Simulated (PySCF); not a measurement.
hydrogen selenide (H2Se), SMILES [SeH2].

Coordinates come from a ωB97X-D3(BJ)/def2-TZVPD optimisation.

Two levels are set side by side: TDDFT-PBE/def2-TZVPD (PySCF) and ADC(3)/aug-cc-pVDZ (PySCF). Vertical, same geometry; the bases differ. Differences are taken from unrounded values.

```csv
quantity,TDDFT-PBE
lowest singlet excitation (eV),5.23
```

Q: These are the TDDFT-PBE values. What does ADC(3) give? (The exact figures need the calculation; the answer reports its results.)

A: 
```
quantity                        ADC(3)  TDDFT-PBE minus ADC(3)
------------------------------  ------  ----------------------
lowest singlet excitation (eV)    5.38                   -0.15
```

Rough cost on one machine, each run with all the roots and properties that it gave: ADC(3) against TDDFT-PBE about 30 times.
